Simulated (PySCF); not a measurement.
B(NCO)2(OH) (C2HBN2O3), SMILES O=C=NB(N=C=O)O. Geometry: r2SCAN-D4/def2-SVP. Other conformers were not sampled.

Computed equilibrium geometry at r2SCAN-D4/def2-SVP (PySCF confirms it by a frequency run) as Cartesian coordinates in Å, and its point group (one conformer of several):
point group Cs.
```xyz
9

B     -0.7732     0.0014     0.0000
N     -0.4253     1.3974     0.0000
C      0.4344     2.2470     0.0000
O      1.1959     3.1337     0.0000
N      0.2529    -0.9949     0.0000
C      0.6168    -2.1451     0.0000
O      1.0565    -3.2288     0.0000
O     -2.0726    -0.3814     0.0000
H     -2.6726     0.3760     0.0000
```
Charge 0, spin multiplicity 1.
